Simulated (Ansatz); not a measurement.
The cluster B₄⁺. The state is a doublet with charge 1. Geometry PBE-D4/def2-TZVP, that of the neutral singlet; atoms count from 1.

```xyz
4

B     0.315    0.734    0.459
B    -0.320   -0.735   -0.454
B    -0.763    0.724   -0.635
B     0.767   -0.723    0.631
```

The structure comes from a short search, and lower isomers may exist.

Question: Estimate the Mulliken populations from the PBE0/def2-TZVP orbitals of Ansatz.

Answer: 
| atom | charge (e) | spin (α − β) |
| --- | --- | --- |
| B1 | 0.20 | 0.15 |
| B2 | 0.20 | 0.15 |
| B3 | 0.30 | 0.35 |
| B4 | 0.30 | 0.35 |
Mulliken values and Mayer orders depend strongly on the basis.

Question: Where does the spin sit?

Answer: Summed by element: B 1.00, of 1 unpaired in all. Largest on single atoms: B3 0.35, B4 0.35, B2 0.15.

Question: And the Mayer bond orders between bonded heavy atoms (over 0.3)?

Answer: B1–B2 0.74 (1.84 Å); B1–B3 1.29 (1.54 Å); B1–B4 1.29 (1.54 Å); B2–B3 1.29 (1.54 Å); B2–B4 1.29 (1.54 Å). Values over 0.3 also appear between atoms too far apart for a bond (B3–B4 0.45 at 2.46 Å); they arise where an orbital or an unpaired electron spreads over both atoms.
